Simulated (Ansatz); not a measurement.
Input and output for `CN[SiH2][GaH2]`.

```yaml
crystal:
  periodic: [false, false, false]
  atoms:
    - {symbol: C, position_ang: [-0.678024, 1.797278, 0.350898]}
    - {symbol: N, position_ang: [-0.573608, 0.474638, 0.234966]}
    - {symbol: Si, position_ang: [0.742532, -0.249308, -0.272650]}
    - {symbol: Ga, position_ang: [0.432769, -2.442785, -0.201019]}
    - {symbol: H, position_ang: [-1.394969, 2.043703, 1.012612]}
    - {symbol: H, position_ang: [-0.881224, 2.266307, -0.520991]}
    - {symbol: H, position_ang: [0.187824, 2.172133, 0.699520]}
    - {symbol: H, position_ang: [-1.382546, 0.051572, 0.075299]}
    - {symbol: H, position_ang: [1.136759, 0.112170, -1.548451]}
    - {symbol: H, position_ang: [1.779532, 0.151709, 0.534204]}
    - {symbol: H, position_ang: [1.533294, -3.379067, -0.291399]}
    - {symbol: H, position_ang: [-0.902348, -2.998359, -0.072998]}
basis:
  gaussian: {orbitals: def2-mTZVPP}
total_charge: 1
magnetization: {spin_polarized: true, initial_magnetization: 1}
hamiltonian: {xc: {name: revPBE0}}
output: {forces: true}
```

```sh
$ ansatz run in.yaml --threads 2 --pin off --events-out ev --progress --plain --max-ram 32768MiB --backend cpu
```

Output, abridged:

```
Functional definition: revPBE0
1350 factors; integrals over basis functions are off by at most 1.3e-3 eV
mean field evaluation 1: about -62876.5207 eV, gradient 6.6e1 eV
mean field evaluation 2: about -62766.0740 eV, gradient 1.3e2 eV
mean field evaluation 4: about -62893.5077 eV, gradient 2.3e1 eV
mean field evaluation 8: about -62896.5731 eV, gradient 1.2e0 eV
mean field evaluation 16: about -62896.5889 eV, gradient 6.1e-3 eV
mean field -62896.58894262 eV, -2311.4070108022 hartree, gradient 4.9e-5 eV, S^2 0.757575; 2 other end points of the search recorded, 0 dependent functions left out
reference -62896.58898787 eV, -2311.4070124648 hartree; 33, 32 occupied and 113, 114 virtual orbitals, 1350 factors
Total energy: -62896.58898787 eV, -2311.4070124648 hartree
Atom 0 at    -0.678024     1.797278     0.350898 Å, force     0.016411     1.054244     1.948572 eV/Å
Atom 1 at    -0.573608     0.474638     0.234966 Å, force    -0.844584     0.825615     0.358292 eV/Å
Atom 2 at     0.742532    -0.249308    -0.272650 Å, force     4.254284    -2.185068    -0.420992 eV/Å
Atom 3 at     0.432769    -2.442785    -0.201019 Å, force    -0.133235    -1.695786    -0.030807 eV/Å
Atom 4 at    -1.394969     2.043703     1.012612 Å, force    -2.912480     1.199295     2.345521 eV/Å
Atom 5 at    -0.881224     2.266307    -0.520991 Å, force    -0.871047     1.568027    -3.457492 eV/Å
Atom 6 at     0.187824     2.172133     0.699520 Å, force     3.334793     1.729479     1.149050 eV/Å
Atom 7 at    -1.382546     0.051572     0.075299 Å, force    -4.791527    -2.480959    -0.765786 eV/Å
Atom 8 at     1.136759     0.112170    -1.548451 Å, force     0.248779     0.469319    -2.702097 eV/Å
Atom 9 at     1.779532     0.151709     0.534204 Å, force     1.952748     1.045371     1.523752 eV/Å
Atom 10 at     1.533294    -3.379067    -0.291399 Å, force     1.885370    -1.066358    -0.153716 eV/Å
Atom 11 at    -0.902348    -2.998359    -0.072998 Å, force    -2.139511    -0.463180     0.205703 eV/Å
Dipole moment:    -0.398026     0.959668    -0.012924 e Å
```

Hardware: 2 threads of an AMD EPYC 7R13 on a shared host. Wall time 8 s, peak host memory 0.52 GiB.
